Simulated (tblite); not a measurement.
Record of a relaxation.

Species: C6H7BO3.
SMILES with atom numbers: `[BH2:1][CH2:2][c:3]1[c:4]([O:5][CH3:6])[c:7](=[O:8])[c:9]1=[O:10]` (hydrogens: H11, H12 on B1; H13, H14 on C2; H15, H16, H17 on C6)

Computed with GFN2-xTB (tblite), gas phase: L-BFGS steps from a force-field or distance-geometry start until the largest atomic force falls under 0.01 eV/Å. 5 of its 167 geometries are shown.

Step 0: E = -807.7491 eV, largest atomic force 10.352 eV/Å
```
atom  x, y, z in Å  |  force x, y, z in eV/Å
B1     -1.899    1.219   -0.220   -3.041   0.025  -0.373
C2     -1.804   -0.186    0.501    0.995  -0.364   1.046
C3     -0.542   -0.834    0.015   -2.891   2.970   3.019
C4      0.798   -0.666    0.234    1.451   3.831   2.912
O5      1.639    0.115    1.020   -1.305  -0.408  -0.219
C6      2.142    1.352    0.522    0.525   0.108  -0.471
C7      1.073   -1.682   -0.661    9.255  -3.762  -2.714
O8      2.135   -2.222   -1.076   -2.496   1.284   0.965
C9     -0.270   -1.852   -0.893   -6.216  -5.397  -5.223
O10    -0.954   -2.617   -1.629    1.600   2.225   2.052
H11    -2.458    2.058    0.440    1.056  -0.086  -0.380
H12    -2.309    1.145   -1.347    1.050   0.330   0.320
H13    -1.788   -0.004    1.618    0.194  -0.518  -1.053
H14    -2.667   -0.842    0.258    0.551   0.483   0.020
H15     2.486    1.990    1.370   -0.411  -0.726  -0.391
H16     1.366    1.911   -0.047    0.496  -0.345   0.219
H17     3.045    1.126   -0.113   -0.816   0.350   0.274
```

Step 42: E = -809.8342 eV, largest atomic force 0.209 eV/Å
```
atom  x, y, z in Å  |  force x, y, z in eV/Å
B1     -2.286    1.042   -0.181   -0.086   0.011   0.185
C2     -1.944   -0.286    0.609   -0.081  -0.042   0.063
C3     -0.655   -0.828    0.146   -0.122   0.131  -0.107
C4      0.628   -0.324    0.189   -0.009   0.025  -0.023
O5      1.077    0.767    0.792    0.015  -0.122  -0.079
C6      2.379    1.231    0.451    0.000  -0.053   0.005
C7      1.156   -1.377   -0.727    0.076  -0.056  -0.051
O8      2.219   -1.655   -1.216   -0.043   0.123   0.127
C9     -0.296   -1.875   -0.825    0.088   0.083  -0.057
O10    -0.902   -2.657   -1.506    0.045  -0.045   0.123
H11    -2.962    1.854    0.323    0.024  -0.085  -0.113
H12    -1.839    1.182   -1.249   -0.057   0.096  -0.040
H13    -1.957   -0.138    1.692    0.065  -0.004  -0.058
H14    -2.726   -1.017    0.374   -0.006   0.026   0.028
H15     2.844    1.597    1.367    0.004  -0.077  -0.037
H16     2.283    2.063   -0.254    0.010  -0.081   0.002
H17     2.971    0.432    0.005    0.078   0.069   0.031
```

Step 83: E = -809.9381 eV, largest atomic force 0.042 eV/Å
```
atom  x, y, z in Å  |  force x, y, z in eV/Å
B1     -2.572    1.034   -0.166   -0.025   0.013   0.009
C2     -1.934   -0.220    0.549   -0.019  -0.009   0.004
C3     -0.655   -0.685   -0.013   -0.007   0.004   0.021
C4      0.633   -0.190    0.021    0.010  -0.010   0.026
O5      1.130    0.873    0.624    0.014  -0.021   0.007
C6      2.523    1.133    0.484    0.001  -0.002  -0.004
C7      1.174   -1.306   -0.803    0.003   0.008  -0.013
O8      2.260   -1.622   -1.211   -0.026   0.015   0.020
C9     -0.266   -1.840   -0.843    0.039   0.005  -0.014
O10    -0.829   -2.787   -1.321   -0.007   0.029   0.008
H11    -3.563    1.471    0.270    0.010  -0.018  -0.011
H12    -2.068    1.521   -1.099    0.002   0.000  -0.002
H13    -1.799    0.026    1.608   -0.001   0.015  -0.023
H14    -2.658   -1.040    0.514    0.010  -0.012  -0.003
H15     2.873    1.497    1.450    0.009  -0.007  -0.023
H16     2.670    1.910   -0.270   -0.006  -0.015  -0.005
H17     3.076    0.239    0.197   -0.008   0.005   0.005
```

Step 124: E = -809.9503 eV, largest atomic force 0.081 eV/Å
```
atom  x, y, z in Å  |  force x, y, z in eV/Å
B1     -2.659    0.946   -0.216   -0.021   0.009  -0.004
C2     -1.926   -0.198    0.589   -0.005   0.022   0.004
C3     -0.645   -0.644    0.020    0.006   0.017   0.019
C4      0.658   -0.193    0.085    0.003  -0.005  -0.016
O5      1.205    0.802    0.762    0.034  -0.016  -0.036
C6      2.581    1.079    0.516   -0.009  -0.002  -0.005
C7      1.160   -1.251   -0.832    0.026  -0.008   0.016
O8      2.233   -1.561   -1.278    0.005   0.018  -0.007
C9     -0.292   -1.740   -0.903    0.003   0.029   0.005
O10    -0.888   -2.626   -1.451   -0.010  -0.021  -0.015
H11    -3.741    1.240    0.109    0.015  -0.011  -0.001
H12    -2.126    1.514   -1.085    0.003  -0.019   0.003
H13    -1.762    0.206    1.594    0.011  -0.011   0.015
H14    -2.588   -1.060    0.697   -0.001   0.004  -0.006
H15     2.936    1.631    1.385    0.017  -0.011  -0.015
H16     2.679    1.700   -0.378   -0.005   0.003   0.003
H17     3.168    0.169    0.380   -0.071   0.001   0.040
```

Step 166: E = -809.9601 eV, largest atomic force 0.009 eV/Å
```
atom  x, y, z in Å  |  force x, y, z in eV/Å
B1     -2.761    0.851   -0.226    0.005   0.002  -0.005
C2     -1.900   -0.163    0.627   -0.003   0.003   0.001
C3     -0.632   -0.582    0.010   -0.004   0.005   0.001
C4      0.671   -0.135    0.069    0.003  -0.004   0.002
O5      1.239    0.832    0.770   -0.002  -0.005  -0.005
C6      2.639    1.009    0.584    0.001   0.003   0.001
C7      1.154   -1.141   -0.914    0.003   0.003  -0.002
O8      2.213   -1.409   -1.415   -0.007  -0.001   0.003
C9     -0.300   -1.633   -0.972    0.008   0.003   0.002
O10    -0.908   -2.495   -1.544    0.004   0.001  -0.001
H11    -3.780    1.209    0.216   -0.005  -0.002   0.006
H12    -2.391    1.239   -1.261    0.004   0.001  -0.004
H13    -1.707    0.280    1.609   -0.003   0.000   0.005
H14    -2.521   -1.048    0.795    0.003  -0.002   0.001
H15     2.928    1.825    1.243   -0.007   0.001  -0.004
H16     2.862    1.270   -0.453    0.000  -0.003   0.003
H17     3.186    0.103    0.850    0.000  -0.005  -0.005
```

**Question.** Summarise the path.

**Answer.** The energy falls by 50.99 kcal/mol from step 0 to step 166; nine tenths of that is first reached at step 36. It rises by more than 0.2 meV at step 1. The largest force goes from 10.352 to 0.009 eV/Å. Among the bonds C7–C9 changes most, from 1.374 to 1.537 Å; the atoms move by 0.826 Å rms after alignment.

What follows is the cost of the whole relaxation. On one thread, Arm Neoverse N1 (aarch64), no GPU, shared host with 64 logical CPUs at a one-minute load of 60, this took 2.0 s of wall time.
